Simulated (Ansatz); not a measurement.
Cost and result for the atomization energy of C₃H₅BF₂, SMILES `FB(F)C1CC1` (11 atoms, 11 bonds).

Z-matrix (Å, degrees):
```
C
C 1 1.520
B 1 1.531 2 118.6
C 1 1.520 2 58.1 3 107.5
H 1 1.084 2 115.6 3 -147.0
H 2 1.083 1 117.4 3 1.2
H 2 1.082 1 116.3 3 142.9
F 3 1.323 1 122.6 2 -146.8
F 3 1.327 1 121.3 2 33.3
H 4 1.083 1 117.4 2 -108.7
H 4 1.082 1 116.3 2 109.6
```

Total charge 0; spin multiplicity 1. All single points use the PBE0-D4/def2-TZVP geometry. It is one conformer, not always the lowest. Program: Ansatz. All runs use 4 threads of a server CPU on a shared host. Times are those of one run each, without the atoms' runs, and a repeat can differ threefold. Electronic energies, without spin–orbit coupling; frozen cores. CCSD(T)/CBS adds CCSD(T) − MP2 in def2-TZVPP to the MP2 limit, and its time is that of the two runs behind it. T1 = 0.011. HSE06 is the plane-wave form, built on full-range PBE exchange.

CCSD(T)/CBS is a level of theory with its own doubt, some kJ/mol a heavy atom from the limit and from the frozen cores, so smaller differences don't rank the functionals.

```tsv
level	functions	wall time	atomization (kcal/mol)	difference from CCSD(T)/CBS	per bond
revPBE-D4/def2-TZVPP	256	1.9 s	1155.7	2.6	0.2
BLYP-D4/def2-TZVPP	256	2 s	1152.9	-0.2	0.0
PBE-D4/def2-TZVPP (with forces)	256	2.5 s	1188.0	34.9	3.2
PBE0-D4/def2-TZVPP	256	2.8 s	1167.1	14.0	1.3
BHLYP-D4/def2-TZVPP	256	2.9 s	1121.7	-31.4	-2.9
HSE06-D4/def2-TZVPP	256	3.2 s	1167.9	14.8	1.3
CAM-B3LYP-D4/def2-TZVPP	256	3.2 s	1163.4	10.3	0.9
ωB97X-V/def2-TZVPP	256	8 s	1157.9	4.8	0.4
CCSD(T)/def2-SVP	109	8 s	1114.2	-38.9	-3.5
B97M-V/def2-TZVPP	256	9 s	1161.7	8.6	0.8
MP2/def2-QZVPP	492	23 s	1175.7	22.6	2.1
CCSD(T)/def2-TZVPP	256	3.9 min	1128.5	-24.6	-2.2
CCSD(T)/CBS(def2)	–	4.3 min	1153.1	0.0	0.0
```

From BLYP to BHLYP (50 % exact exchange), in def2-TZVPP and without D4, the atomization energy moves by −26.0 kcal/mol: exact exchange takes away binding that semilocal exchange gives to molecules. At CCSD(T), def2-SVP lies −39.0 kcal/mol from the extrapolated value and def2-TZVPP −24.6 kcal/mol: correlation converges slowly with the basis, and small sets miss more of it in the bonded molecule than in its fragments. In def2-TZVPP, CCSD(T) changes the Hartree–Fock value by +250.6 kcal/mol (the triples alone add +16.5 kcal/mol) and MP2 by +283.3 kcal/mol; breaking electron pairs costs correlation energy, which Hartree–Fock lacks.
